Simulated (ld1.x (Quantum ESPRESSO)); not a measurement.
# Ranking PAW potentials for lithium

All share these settings but for the change named:

lithium (Li), PAW, made with ld1.x (Quantum ESPRESSO) 7.5 (PW91, scalar-relativistic). Core none, reference 1s2 2s0.5 2p0 (charge +0.5). Waves: 1s (bound): rcut 0.90, rcutus 1.10 bohr; 2s (bound): rcut 0.90, rcutus 1.10 bohr; 2p (bound, empty): rcut 4.20, rcutus 4.70 bohr; 2p channel at 2.3 Ry: rcut 4.20, rcutus 4.70 bohr. Local part: all-electron potential smoothed inside 3.75 bohr (lloc = -1). Core correction: none. Augmentation charge: BESSEL, radius 0.95 bohr.

Test errors are all-electron minus pseudo excitation energies from the reference, over 1s2 2s1 2p0; 1s2 2s0 2p0; 1s2 2s0 2p1; 1s1 2s1 2p0. None of these files shows a bound ghost.

Of 7 variants that were run, those that failed, showed a ghost or another fault, or gave nearly equal values are left out.

Task: Rank these variants by their largest absolute test error, smallest first.
A. all radii scaled by about 0.85 (s 0.94, p 3.98 bohr, rcut 0.76/3.56); local potential all-electron potential smoothed inside 3.18 bohr (lloc = -1); augmentation BESSEL, radius 0.80 bohr
B. all radii scaled by about 0.94 (s 1.04, p 4.40 bohr, rcut 0.84/3.94); local potential all-electron potential smoothed inside 3.52 bohr (lloc = -1); augmentation BESSEL, radius 0.90 bohr
C. all radii scaled by about 0.74 (s 0.82, p 3.50 bohr, rcut 0.68/3.14); local potential all-electron potential smoothed inside 2.80 bohr (lloc = -1); augmentation BESSEL, radius 0.70 bohr

Result: C (121.8 meV), B (142.2 meV), A (171.2 meV).
